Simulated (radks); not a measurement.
The numbers below are computed, except where a source is named.
Question: These are the eigenvalues of the occupied orbitals of an atom or ion with whole-number occupations (eV). Level of theory: scalar-relativistic Kohn-Sham, LDA (Slater exchange, VWN5 correlation), spin-polarised, spherical densities, finite nucleus; Fermi nuclear charge, rms radius of each element as measured or else 0.836 A^(1/3) + 0.57 fm (a radial shooting solver on a logarithmic mesh with Libxc functionals).

| orbital | eigenvalue |
|---|---|
| 1s up | -30277.31 |
| 1s down | -30277.26 |
| 2s up | -4615.547 |
| 2s down | -4615.521 |
| 2p up | -4147.161 |
| 2p down | -4147.120 |
| 3s up | -911.2206 |
| 3s down | -911.1728 |
| 3p up | -758.4913 |
| 3p down | -758.4390 |
| 3d up | -524.6506 |
| 3d down | -524.6024 |
| 4s up | -157.0278 |
| 4s down | -156.9230 |
| 4p up | -110.1534 |
| 4p down | -110.0324 |
| 4d up | -42.1335 |
| 4d down | -41.8924 |
| 5s up | -21.4494 |
| 5s down | -20.2000 |
| 5p up | -12.7432 |

Which element is it, and in what charge state? The configuration may be excited. Open shells, if any, are filled with parallel spins first.

Answer: Z = 51, antimony, charge +1: Sb+ in [Kr] 4d10 5s2 5p2. The list shows which subshells hold electrons but not how many an open one holds; the 1s level, -1112.7 hartree, gives Z - s = 47.2 by -(Z - s)^2/2, which with screening and relativity narrows Z to a few neighbours, and the depths of the outer levels then fix element, charge and occupations together.
